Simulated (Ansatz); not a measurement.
(1) Predict a relaxed structure of Te(CCH)2 (C4H2Te), charge 0, singlet, at PBE-D4/def2-SVP (Ansatz).

## Answers

(1) 
Cartesian coordinates in Å:
```
Te -1.765 0.155 -0.107
C -0.500 -1.361 -0.653
C 0.179 -2.320 -1.011
H 0.793 -3.155 -1.321
C -0.330 1.434 0.603
C 0.457 2.264 1.050
H 1.165 2.983 1.439
```
Point group C2v (tolerance 0.1 Å). This is one stationary point.

In the def2 sets Te takes a core potential; there is no spin–orbit coupling.
